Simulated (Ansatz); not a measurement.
Isolated molecules relaxed with PBE0-D4/def2-TZVP in Ansatz; ΔE leaves out vibrations. CCSD(T)/CBS is the MP2 limit (def2-TZVPP, def2-QZVPP) plus CCSD(T) − MP2 in def2-TZVPP, frozen cores. This one scheme is used for every species. Functionals use def2-TZVPP. B3LYP here is the variant with VWN-RPA as its local correlation; programs differ in this. For Br outer-core shells are correlated without core-valence functions, which leaves a few kJ/mol of doubt a bond. Scalar relativity is left out up to krypton. Each species was taken in one conformer, which may not be the lowest.

Consider the cleavage of the Si–Si bond: `O[Si@H](Cl)[Si@H](F)Cl` + HBr → `O[SiH](Cl)Br` + `F[SiH2]Cl`.

`O[Si@H](Cl)[Si@H](F)Cl`:

Cartesian coordinates in Å:
```
O -0.072 0.469 -1.994
Si -0.824 -0.096 -0.658
Cl -2.306 1.186 -0.017
Si 0.670 -0.265 1.146
F 1.567 1.060 1.131
Cl 1.908 -1.870 0.867
H 0.449 1.272 -1.922
H -1.456 -1.373 -1.046
H 0.065 -0.384 2.492
```

HBr:

Cartesian coordinates in Å:
```
Br -0.247 -0.185 -0.640
H 0.247 0.185 0.640
```

`O[SiH](Cl)Br`:

```xyz
6

O     1.100    0.692   -0.376
Si   -0.154   -0.310   -0.144
Cl   -1.929    0.618   -0.540
Br   -0.223   -1.028    1.944
H     1.182    1.475    0.172
H     0.023   -1.447   -1.056
```

`F[SiH2]Cl`:

Z-matrix (Å, degrees):
```
Si
F 1 1.589
Cl 1 2.036 2 108.8
H 1 1.475 2 108.3 3 -118.2
H 1 1.475 2 108.3 3 118.2
```

Is it downhill or uphill in electronic energy at CCSD(T)/CBS, and by how much? (Estimate.)

Ansatz gave: Downhill: ΔE = -117.5 kJ/mol.

What do these levels give: PBE0-D4, B3LYP-D4, ωB97X-V, ωB97M-V, PBE, r2SCAN, PBE0, B3LYP, CCSD/def2-TZVPP, HF/def2-QZVPP, SCS-MP2/def2-QZVPP, MP2/CBS(def2)? (Estimate.)

Ansatz gave: PBE0-D4 -105.3, B3LYP-D4 -107.2, ωB97X-V -112.0, ωB97M-V -118.8, PBE -100.8, r2SCAN -114.0, PBE0 -108.8, B3LYP -112.3, CCSD/def2-TZVPP -115.9, HF/def2-QZVPP -131.3, SCS-MP2/def2-QZVPP -125.3, MP2/CBS(def2) -128.9 kJ/mol.

Largest T1 diagnostic among the species: 0.011.

From PBE to PBE0 (25 % exact exchange), in def2-TZVPP and without D4, ΔE moves by −8.0 kJ/mol. The D4 term adds +5.2 kJ/mol with B3LYP and +3.5 kJ/mol with PBE0; it sums over pairs of atoms, weighted by their polarisabilities, and B3LYP, whose exchange is more repulsive, gets the larger term.
